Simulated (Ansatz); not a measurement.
Basis sets compared for the cluster ZnF₂. Charge 0, multiplicity 1. Geometry r2SCAN-D4/def2-TZVP. Ansatz on 4 threads of Arm Neoverse V1 on a shared host; times are rough, and most runs start from earlier orbitals.

```tsv
atom	x (Å)	y (Å)	z (Å)
Zn1	0.000	0.000	0.000
F2	-1.505	-0.097	0.840
F3	1.505	0.097	-0.840
```

The structure comes from a short search, and lower isomers may exist.

Binding counts from free atoms (Zn singlet, F doublet) in the same basis, without a counterpoise term.

```json
{"level": "PBE-D4/def2-SVP", "functions": "59", "energy (Eh)": "-1978.2458", "HOMO (eV)": "-7.66", "LUMO (eV)": "-2.39", "binding per atom (eV)": "2.83", "wall time": "0.4 s"}
{"level": "PBE-D4/def2-TZVP", "functions": "110", "energy (Eh)": "-1978.7775", "HOMO (eV)": "-8.58", "LUMO (eV)": "-2.92", "binding per atom (eV)": "2.81", "wall time": "0.6 s"}
{"level": "r2SCAN-D4/def2-TZVP (with forces)", "functions": "110", "energy (Eh)": "-1979.1353", "HOMO (eV)": "-8.99", "LUMO (eV)": "-2.59", "binding per atom (eV)": "2.77", "wall time": "1.6 s"}
{"level": "PBE0-D4/def2-SVP", "functions": "59", "energy (Eh)": "-1978.2709", "HOMO (eV)": "-9.79", "LUMO (eV)": "-1.51", "binding per atom (eV)": "2.65", "wall time": "0.5 s"}
{"level": "PBE0-D4/def2-TZVP", "functions": "110", "energy (Eh)": "-1978.7895", "HOMO (eV)": "-10.56", "LUMO (eV)": "-1.92", "binding per atom (eV)": "2.66", "wall time": "0.95 s"}
```

Problem. Estimate the rows for PBE-D4/def2-TZVPD, r2SCAN-D4/def2-TZVPD, PBE0-D4/def2-TZVPD.

Solution. 
```csv
level,functions,energy (Eh),HOMO (eV),LUMO (eV),binding per atom (eV),wall time
PBE-D4/def2-TZVPD,131,-1978.7819,-8.65,-2.97,2.82,0.8 s
r2SCAN-D4/def2-TZVPD,131,-1979.1392,-9.02,-2.61,2.80,1.7 s
PBE0-D4/def2-TZVPD,131,-1978.7935,-10.60,-1.97,2.68,1.1 s
```
